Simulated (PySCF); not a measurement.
A GIAO shielding run with PySCF 2.14.0 with density-fitted response routines (density fitting, non-relativistic, gas phase) on `InChI=1S/C7H12OSSi/c1-5(2)7-4-9-10(8)6(7)3/h7-8,10H,1,3-4H2,2H3/t7-,10+/m0/s1`:

```
$ OMP_NUM_THREADS=1 python probes_run.py task.json out

{"job": {"kind": "nmr", "xc": "PBE0", "basis": "pcSseg-1"}, "charge": 0, "multiplicity": 1}
C     -1.726649    -0.024371     1.616320
C     -1.226361     0.604947     0.565946
C     -1.293402     2.095831     0.425868
C     -0.511460    -0.088465    -0.576244
C     -0.818554    -1.578993    -0.701465
S      0.128189    -2.627576     0.474287
Si     1.630396    -1.146897     0.883647
O      3.149589    -1.661477     0.648082
C      0.970985     0.093208    -0.370489
C      1.692775     0.996080    -1.017166
H     -2.216137     0.519067     2.407344
H     -1.682126    -1.091423     1.739055
H     -1.762036     2.546440     1.296302
H     -0.290838     2.507197     0.313332
H     -1.866367     2.368828    -0.460305
H     -0.821243     0.392278    -1.512781
H     -0.551337    -1.929982    -1.698898
H     -1.873692    -1.784766    -0.530025
H      1.642962    -0.734513     2.272778
H      3.399079    -2.201945    -0.098478
H      2.748033     1.105206    -0.828698
H      1.267783     1.660713    -1.755439
```

Hardware: 1 thread of an Intel Xeon, shared host. The job also computes population analyses, field gradients, ring-centre shieldings.

(1) How large is the calculation?

(2) How long does it take, and how much memory does it need?

## Answers

(1) 92 electrons, 244 basis functions and 1308 auxiliary functions.

(2) 2.7 min of wall time, with 14 SCF cycles and 5 response iterations; peak memory 1.1 GiB. Times on a shared host scatter by some tens of per cent.
